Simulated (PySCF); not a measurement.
## Solvent effects on NMR parameters

Geometry:
| atom | x (Å) | y (Å) | z (Å) |
| --- | --- | --- | --- |
| C1 | 1.352 | -0.999 | -0.882 |
| C2 | 0.689 | -0.405 | 0.354 |
| C3 | -0.848 | -0.318 | 0.273 |
| C4 | -1.576 | -1.576 | -0.162 |
| C5 | -1.089 | 0.910 | -0.622 |
| C6 | 0.125 | 1.832 | -0.391 |
| C7 | 1.060 | 1.062 | 0.541 |
| F8 | 0.792 | 1.423 | 1.852 |
| H9 | 2.449 | -0.946 | -0.803 |
| H10 | 1.061 | -0.474 | -1.805 |
| H11 | 1.083 | -2.058 | -1.008 |
| H12 | 1.009 | -0.971 | 1.244 |
| H13 | -1.182 | -0.054 | 1.291 |
| H14 | -1.308 | -1.866 | -1.190 |
| H15 | -2.666 | -1.426 | -0.138 |
| H16 | -1.344 | -2.426 | 0.499 |
| H17 | -2.046 | 1.399 | -0.391 |
| H18 | -1.146 | 0.600 | -1.679 |
| H19 | 0.637 | 2.076 | -1.333 |
| H20 | -0.138 | 2.787 | 0.087 |
| H21 | 2.129 | 1.269 | 0.361 |

GIAO PBE0/pcSseg-1 in PySCF 2.14 on one PBE0-D3(BJ)/def2-SVP conformer, non-relativistic, equivalent nuclei averaged. Solvents enter as an IEF-PCM continuum (cyclohexane with ε = 2.0, water with ε = 78.4) around the gas-phase geometry. Shifts are referred to TMS, CFCl3 computed in the same medium.

Gas phase, δ in ppm: C7 101.7, C2 46.6, C3 35.8, C6 32.8, C5 30.4, C4 16.2, C1 11.1, F8 -181.9, H21 4.50, H13 2.22, H20 1.90, H19 1.82, H12 1.80, H17 1.77. Dipole moment 1.72 D.

Q: How does each δ change in the continuum?

A: 
```tsv
atoms	environment	Δδ, cyclohexane	Δδ, water
C7	sp3 CH bonded to F	+0.9	+2.2
C2	sp3 CH in a ring	+0.5	+1.3
C3	sp3 CH in a ring	+0.5	+1.5
C6	sp3 CH2 in a ring	+0.3	+0.9
C5	sp3 CH2 in a ring	+0.2	+0.6
C4	methyl carbon	+0.1	+0.3
C1	methyl carbon	+0.1	+0.3
F8	fluorine on an sp3 carbon	-2.3	-5.4
H21	hydrogen on an sp3 CH bonded to F	+0.07	+0.21
H13	hydrogen on an sp3 CH in a ring	-0.05	-0.16
H20	hydrogen on an sp3 CH2 in a ring	-0.02	-0.10
H19	hydrogen on an sp3 CH2 in a ring	+0.07	+0.21
H12	hydrogen on an sp3 CH in a ring	0.00	-0.02
H17	hydrogen on an sp3 CH2 in a ring	0.00	-0.02
```

Changes are relative to the gas phase. The dipole moment becomes 1.91 D in cyclohexane, 2.27 D in water.

Q: Which of the listed nuclei move most (in ppm), and what does the model miss?

A: F8 (fluorine on an sp3 carbon, -5.4 ppm) in water. A continuum only polarises the solute; specific hydrogen bonds, the anisotropy of aromatic solvents and changes of geometry or conformer are outside it.
